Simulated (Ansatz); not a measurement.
Consider the substitution at a C–Br bond: `C=C([SiH3])Br` + CH₃OH → `C=C([SiH3])OC` + HBr.

Computed with Ansatz on PBE0-D4/def2-TZVP structures; ΔE is electronic, products minus reactants. CCSD(T)/CBS is the MP2 limit (def2-TZVPP, def2-QZVPP) plus CCSD(T) − MP2 in def2-TZVPP, frozen cores. This one scheme is used for every species. Functionals use def2-TZVPP. For Br outer-core shells are correlated without core-valence functions, which leaves a few kJ/mol of doubt a bond. Scalar relativity is left out up to krypton. Each species was taken in one conformer, which may not be the lowest.

Question: Is it downhill or uphill in electronic energy at CCSD(T)/CBS, and by how much? (Estimate.)

Answer: Computed: Uphill: ΔE = +3.0 kJ/mol.

Question: What do these levels give: ωB97X-V, ωB97M-V, PBE, HF/def2-TZVPP, MP2/def2-QZVPP, SCS-MP2/def2-QZVPP? (Best estimate.)

Answer: Ansatz gave: ωB97X-V -6.7, ωB97M-V -4.9, PBE -3.7, HF/def2-TZVPP -2.6, MP2/def2-QZVPP 7.1, SCS-MP2/def2-QZVPP 6.9 kJ/mol.

Largest T1 diagnostic among the species: 0.013.
